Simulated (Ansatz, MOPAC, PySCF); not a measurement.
Pair of molecules: HF (SMILES F) (first 2 atoms) with C2H4 (SMILES C=C); geometry from B3LYP-D3(BJ)/def2-TZVP, rigid monomers moved along the line of their centres of mass till H2···C4 is 3.09 Å.
(charge 0, multiplicity 1):
```xyz
8

F     -0.04402     0.39981    -0.26978
H     -0.01822     0.28339     0.65836
C      0.43129    -0.64092     3.57172
C     -0.30186     0.45586     3.72952
H     -0.02322    -1.61858     3.46612
H      1.51376    -0.60349     3.55150
H      0.15289     1.43236     3.84443
H     -1.38408     0.41724     3.75907
```

Interaction energies are E(AB) − E(A) − E(B) at the monomers' geometry in the complex; basis-set methods are counterpoise corrected. Rows marked so take none.

Correlated levels freeze the cores. CBS: X⁻³ extrapolation of the correlation energy, Hartree–Fock from the larger set. Rows in 3-21G, 6-31G* carry no dispersion term and start afresh at each structure (6-31G* with six Cartesian d functions). MP2/6-31G* freezes PySCF's default core. The state reached by PM3, PM7 isn't checked; PM7 holds dispersion and hydrogen-bond terms.

The values were computed with Ansatz (Gaussian orbitals); MOPAC for PM3, PM7 (differences of heats of formation); PySCF for 3-21G rows, 6-31G* rows, the dispersion terms. Values without a source in brackets are computed.

Other levels give for the interaction energy: PBE/def2-TZVPPD -2.44; B3LYP/def2-TZVPPD -2.13; B3LYP-D3(BJ)/def2-TZVPPD -2.65; wB97M-V/def2-TZVPPD -2.51; MP2/CBS(aug-cc-pVDZ, aug-cc-pVTZ) + ΔCCSD(T)/aug-cc-pVDZ -2.37 kcal/mol.

What do these common cheap choices give for the same quantity: PM3, PM7, HF/3-21G (no counterpoise), HF/6-31G*, B3LYP/3-21G (no counterpoise), B3LYP/6-31G*, M06-2X/6-31G* (no counterpoise), MP2/6-31G*?

PM3 -0.68; PM7 -0.99; HF/3-21G (no counterpoise) -2.98; HF/6-31G* -2.32; B3LYP/3-21G (no counterpoise) -2.90; B3LYP/6-31G* -2.31; M06-2X/6-31G* (no counterpoise) -2.91; MP2/6-31G* -2.25 kcal/mol. They span -2.98 to -0.68 kcal/mol.

Ansatz is a first-principles code.
